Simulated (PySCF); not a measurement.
PySCF input for C4H2Cl3F, SMILES C=C=C(Cl)C(F)(Cl)Cl, B3LYP-D3(BJ)/def2-SVP. The structure is a stationary point at B3LYP-D3(BJ)/def2-SVP. The structure was generated by enumeration, and PubChem lists no compound with its InChIKey, so it may never have been made. The values are those of a single conformer.

```python
import numpy as np
from pyscf import gto, scf, dft, df
from pyscf.hessian import thermo

mol = gto.M(
    atom='''
    C    -1.15128051    3.06854748   -0.00000001
    C    -0.47780146    1.95010560   -0.00000000
    C     0.19721478    0.82707009   -0.00000001
    Cl    1.94066258    0.78896649    0.00000000
    C    -0.49734626   -0.51670121   -0.00000000
    F    -1.82871993   -0.33503688   -0.00000000
    Cl   -0.06073629   -1.45531289    1.46800177
    Cl   -0.06073628   -1.45531291   -1.46800177
    H    -1.44623501    3.55470417    0.93724576
    H    -1.44623500    3.55470417   -0.93724579
    ''',
    basis='def2-SVP',
    charge=0,
    spin=0,
    max_memory=1600,
    verbose=3,
)
mf = dft.RKS(mol, xc='b3lyp').density_fit(auxbasis='def2-universal-jkfit')
mf.disp = 'd3bj'
mf.grids.level = 3
mf.conv_tol = 1e-11
mf.max_cycle = 100
mf.kernel()

# [left out here: the lines that compute and print the analytic Hessian (its translational invariance restored by hand, since the grid's response is missing), thermochemistry and intensities]
```

Output:

```
converged SCF energy = -1633.42474663465

WARN: DFTD3 does not support analytical Hessian, using finite difference


WARN: Mole.unit (angstrom) is changed to Bohr

Mode                                 0                   1                   2
Irrep
Freq [cm^-1]                       47.4230            134.5649            141.6831
Reduced mass [au]                   8.4344              4.7918             11.4886
Force const [Dyne/A]                0.0112              0.0511              0.1359
Char temp [K]                      68.2311            193.6090            203.8504
Normal mode                   x     y     z       x     y     z       x     y     z
       0   C                -0.00 -0.00 -0.14   -0.15 -0.12 -0.00   -0.00 -0.00  0.07
       1   C                 0.00  0.00 -0.06    0.02 -0.02  0.00    0.00 -0.00 -0.03
       2   C                 0.00  0.00  0.02    0.06  0.01  0.00    0.00 -0.00 -0.06
       3  Cl                 0.00  0.00  0.07    0.06 -0.02 -0.00    0.00 -0.00  0.07
       4   C                 0.00  0.00  0.02    0.02  0.02  0.00    0.00  0.00 -0.05
       5   F                 0.00  0.00  0.07    0.03  0.08  0.00    0.00  0.00 -0.03
       6  Cl                 0.05 -0.04 -0.02   -0.02  0.01  0.00    0.05  0.07 -0.02
       7  Cl                -0.05  0.04 -0.02   -0.02  0.01 -0.00   -0.05 -0.07 -0.02
       8   H                -0.04  0.05 -0.18   -0.22 -0.17  0.00   -0.01 -0.10  0.13
       9   H                 0.04 -0.05 -0.18   -0.22 -0.17 -0.00    0.01  0.10  0.13
Mode                                 3                   4                   5
Irrep
Freq [cm^-1]                      172.2174            253.7962            291.4350
Reduced mass [au]                  28.3247             20.3249              3.6188
Force const [Dyne/A]                0.4950              0.7713              0.1811
Char temp [K]                     247.7826            365.1562            419.3101
Normal mode                   x     y     z       x     y     z       x     y     z
       0   C                 0.03 -0.00  0.00   -0.05  0.04  0.00   -0.00 -0.00  0.05
       1   C                 0.01 -0.02 -0.00   -0.01  0.06 -0.00    0.00 -0.00 -0.20
       2   C                 0.03 -0.01 -0.00   -0.02  0.05 -0.00    0.00 -0.00 -0.07
       3  Cl                 0.03  0.11  0.00   -0.03 -0.04  0.00    0.00  0.00  0.01
       4   C                 0.02 -0.01 -0.00   -0.02  0.05 -0.00    0.00 -0.00  0.01
       5   F                 0.02  0.05 -0.00   -0.01  0.09 -0.00   -0.00 -0.00  0.07
       6  Cl                -0.04 -0.06 -0.02    0.03 -0.04 -0.08   -0.02 -0.02  0.01
       7  Cl                -0.04 -0.06  0.02    0.03 -0.04  0.08    0.02  0.02  0.01
       8   H                 0.04  0.00  0.00   -0.06  0.03 -0.00    0.16 -0.20  0.21
       9   H                 0.04  0.00 -0.00   -0.06  0.03  0.00   -0.16  0.20  0.21
Mode                                 6                   7                   8
Irrep
Freq [cm^-1]                      376.2272            377.9482            403.1141
Reduced mass [au]                  18.2359             15.9604             10.9115
Force const [Dyne/A]                1.5208              1.3433              1.0447
Char temp [K]                     541.3072            543.7832            579.9915
Normal mode                   x     y     z       x     y     z       x     y     z
       0   C                -0.03  0.02  0.00    0.00 -0.00  0.01    0.07 -0.10  0.00
       1   C                 0.06  0.07 -0.00   -0.00 -0.00 -0.06   -0.00 -0.12  0.00
       2   C                 0.02  0.04  0.00   -0.00 -0.00  0.03    0.00 -0.10 -0.00
       3  Cl                 0.07  0.01  0.00   -0.00 -0.00 -0.01    0.00  0.02  0.00
       4   C                -0.02  0.02 -0.00    0.00 -0.00  0.01   -0.06 -0.02 -0.00
       5   F                -0.05 -0.14 -0.00    0.00  0.00 -0.16   -0.07  0.03  0.00
       6  Cl                -0.02  0.01 -0.05    0.05 -0.04  0.05    0.02  0.04 -0.05
       7  Cl                -0.02  0.01  0.05   -0.05  0.04  0.05    0.02  0.04  0.05
       8   H                -0.06 -0.00 -0.00    0.07 -0.05  0.05    0.10 -0.09  0.00
       9   H                -0.06 -0.00  0.00   -0.07  0.05  0.05    0.10 -0.09 -0.00
Mode                                 9                  10                  11
Irrep
Freq [cm^-1]                      499.2097            533.4069            542.9195
Reduced mass [au]                  13.9969             11.5956              8.8389
Force const [Dyne/A]                2.0552              1.9438              1.5350
Char temp [K]                     718.2516            767.4538            781.1402
Normal mode                   x     y     z       x     y     z       x     y     z
       0   C                -0.01 -0.02 -0.00   -0.02  0.06 -0.00   -0.00  0.00  0.01
       1   C                 0.13  0.07 -0.00   -0.18 -0.05 -0.00   -0.00 -0.00  0.08
       2   C                -0.01 -0.01  0.00   -0.04  0.02  0.00   -0.00  0.00 -0.24
       3  Cl                 0.01  0.02 -0.00    0.10 -0.01 -0.00    0.00 -0.00  0.01
       4   C                -0.11  0.01  0.00   -0.04  0.00  0.00   -0.00 -0.00 -0.06
       5   F                -0.12  0.03 -0.00   -0.06  0.03 -0.00   -0.00  0.00  0.01
       6  Cl                 0.03 -0.03  0.05    0.01 -0.01  0.02    0.00 -0.03  0.03
       7  Cl                 0.03 -0.03 -0.05    0.01 -0.01 -0.02   -0.00  0.03  0.03
       8   H                -0.07 -0.05  0.00    0.05  0.11 -0.00   -0.09  0.09 -0.07
       9   H                -0.07 -0.05 -0.00    0.05  0.11  0.00    0.09 -0.09 -0.07
Mode                                12                  13                  14
Irrep
Freq [cm^-1]                      593.6187            824.7659            832.3735
Reduced mass [au]                   1.0540              9.1659             10.5622
Force const [Dyne/A]                0.2188              3.6736              4.3116
Char temp [K]                     854.0852           1186.6545           1197.6002
Normal mode                   x     y     z       x     y     z       x     y     z
       0   C                 0.00 -0.00  0.00    0.00 -0.00  0.01    0.04 -0.05 -0.00
       1   C                 0.00 -0.00  0.02   -0.00 -0.00  0.01   -0.05 -0.06  0.00
       2   C                 0.00 -0.00 -0.03    0.00  0.00 -0.08    0.13  0.08  0.00
       3  Cl                -0.00  0.00  0.01   -0.00 -0.00  0.00   -0.03 -0.00 -0.00
       4   C                 0.00 -0.00  0.04   -0.00  0.00  0.26   -0.00  0.20 -0.00
       5   F                 0.00 -0.00 -0.01   -0.00 -0.00 -0.04   -0.04 -0.04  0.00
       6  Cl                -0.00  0.01 -0.01   -0.00  0.01 -0.02    0.00 -0.02  0.01
       7  Cl                 0.00 -0.01 -0.01    0.00 -0.01 -0.02    0.00 -0.02 -0.01
       8   H                 0.57  0.38 -0.01   -0.12 -0.04 -0.01    0.08 -0.05  0.01
       9   H                -0.57 -0.38 -0.01    0.12  0.04 -0.01    0.08 -0.05 -0.01
Mode                                15                  16                  17
Irrep
Freq [cm^-1]                      905.2323            988.6438           1045.6785
Reduced mass [au]                   1.3363              1.5272             10.6943
Force const [Dyne/A]                0.6452              0.8795              6.8897
Char temp [K]                    1302.4277           1422.4383           1504.4986
Normal mode                   x     y     z       x     y     z       x     y     z
       0   C                 0.12  0.07  0.00    0.00  0.00 -0.13   -0.02  0.04 -0.00
       1   C                -0.04 -0.02 -0.00   -0.00  0.00  0.12   -0.02 -0.01  0.00
       2   C                 0.00  0.00  0.00   -0.00  0.00 -0.02    0.18  0.06 -0.00
       3  Cl                -0.00 -0.00 -0.00    0.00 -0.00  0.00   -0.03 -0.00  0.00
       4   C                 0.00 -0.00 -0.00   -0.00  0.00  0.00    0.08 -0.15  0.00
       5   F                -0.00  0.00  0.00    0.00  0.00 -0.00   -0.08  0.02 -0.00
       6  Cl                 0.00  0.00  0.00    0.00  0.00 -0.00   -0.00  0.01 -0.00
       7  Cl                 0.00  0.00 -0.00   -0.00 -0.00 -0.00   -0.00  0.01  0.00
       8   H                -0.52 -0.31 -0.00    0.27 -0.45  0.20   -0.02  0.09 -0.02
       9   H                -0.52 -0.31  0.00   -0.27  0.45  0.20   -0.02  0.09  0.02
Mode                                18                  19                  20
Irrep
Freq [cm^-1]                     1182.5675           1273.1858           1451.5882
Reduced mass [au]                   8.5539              2.5742              1.6733
Force const [Dyne/A]                7.0480              2.4585              2.0773
Char temp [K]                    1701.4514           1831.8309           2088.5122
Normal mode                   x     y     z       x     y     z       x     y     z
       0   C                -0.02  0.04 -0.00   -0.04  0.07 -0.00   -0.08  0.12  0.00
       1   C                -0.01 -0.02  0.00    0.03 -0.04  0.00   -0.01  0.01 -0.00
       2   C                 0.12 -0.02 -0.00    0.03 -0.18 -0.00    0.05 -0.11  0.00
       3  Cl                -0.01  0.00 -0.00   -0.00  0.00  0.00   -0.00  0.00 -0.00
       4   C                -0.22 -0.03 -0.00    0.07  0.09  0.00    0.01  0.03  0.00
       5   F                 0.09 -0.01 -0.00   -0.03 -0.00 -0.00   -0.00 -0.00  0.00
       6  Cl                 0.00  0.00 -0.00   -0.00 -0.00  0.00    0.00  0.00 -0.00
       7  Cl                 0.00  0.00  0.00   -0.00 -0.00 -0.00    0.00  0.00  0.00
       8   H                -0.07  0.12 -0.05   -0.20  0.32 -0.16    0.21 -0.35  0.34
       9   H                -0.07  0.12  0.05   -0.20  0.32  0.16    0.21 -0.35 -0.34
Mode                                21                  22                  23
Irrep
Freq [cm^-1]                     2073.7671           3116.7495           3204.5601
Reduced mass [au]                  10.4734              1.0608              1.1168
Force const [Dyne/A]               26.5374              6.0712              6.7572
Char temp [K]                    2983.6892           4484.3086           4610.6484
Normal mode                   x     y     z       x     y     z       x     y     z
       0   C                -0.06  0.10  0.00   -0.03  0.06 -0.00    0.00 -0.00 -0.09
       1   C                 0.12 -0.20 -0.00    0.00 -0.01 -0.00   -0.00  0.00 -0.00
       2   C                -0.06  0.11 -0.00    0.00 -0.00 -0.00   -0.00  0.00 -0.00
       3  Cl                -0.00 -0.00 -0.00   -0.00  0.00  0.00    0.00  0.00 -0.00
       4   C                 0.00 -0.00  0.00   -0.00  0.00 -0.00   -0.00  0.00 -0.00
       5   F                 0.00  0.00 -0.00    0.00 -0.00 -0.00    0.00 -0.00 -0.00
       6  Cl                -0.00 -0.00  0.00    0.00 -0.00  0.00    0.00  0.00 -0.00
       7  Cl                -0.00 -0.00 -0.00    0.00 -0.00 -0.00   -0.00 -0.00 -0.00
       8   H                -0.02  0.03  0.07    0.18 -0.30 -0.59   -0.18  0.30  0.57
       9   H                -0.02  0.03 -0.07    0.18 -0.30  0.59    0.18 -0.30  0.57
temperature 298.1500 [K]
pressure 101325.00 [Pa]
Rotational constants [GHz] 1.34096 0.96225 0.85230
Symmetry number 1
Zero-point energy (ZPE) 0.04845 [Eh]   127202.971 [J/mol]
                           tot       elec      trans        rot        vib
Entropy [J/mol/K]       392.048      0.000    173.189    125.767     93.092
Cv [J/mol/K]            121.844      0.000     12.472     12.472     96.900
Cp [J/mol/K]            130.158      0.000     20.786     12.472     96.900
Internal energy [J/mol]                      3718.434   3718.434 142275.197
Internal energy [Eh]   -1633.36772  -1633.42475
Enthalpy [J/mol]                             6197.391   3718.434 142275.197
Enthalpy [Eh]          -1633.36678
Gibbs free energy [J/mol]                  -45438.761 -33778.963 114519.755
Gibbs free energy [Eh] -1633.41130
mode   freq/cm-1   IR/(km/mol)
   1       47.42         0.444
   2      134.56         1.201
   3      141.68         0.239
   4      172.22         0.256
   5      253.80         0.985
   6      291.43         1.688
   7      376.23         1.386
   8      377.95         0.087
   9      403.11        13.677
  10      499.21         4.323
  11      533.41         6.676
  12      542.92        11.596
  13      593.62         3.792
  14      824.77       239.805
  15      832.37       118.911
  16      905.23        34.652
  17      988.64         0.047
  18     1045.68       216.103
  19     1182.57        28.318
  20     1273.19        27.543
  21     1451.59         8.663
  22     2073.77        15.160
  23     3116.75         0.042
  24     3204.56         0.424
max |gradient| / (hartree/bohr): 4.42577752272129e-05
APT charges: [-0.1067 -0.0061  0.1921 -0.2626  1.3649 -0.5476 -0.381  -0.381   0.0641
  0.0641]
```

The calculation finished and met its thresholds.

Cost: very roughly 3 core-minutes.
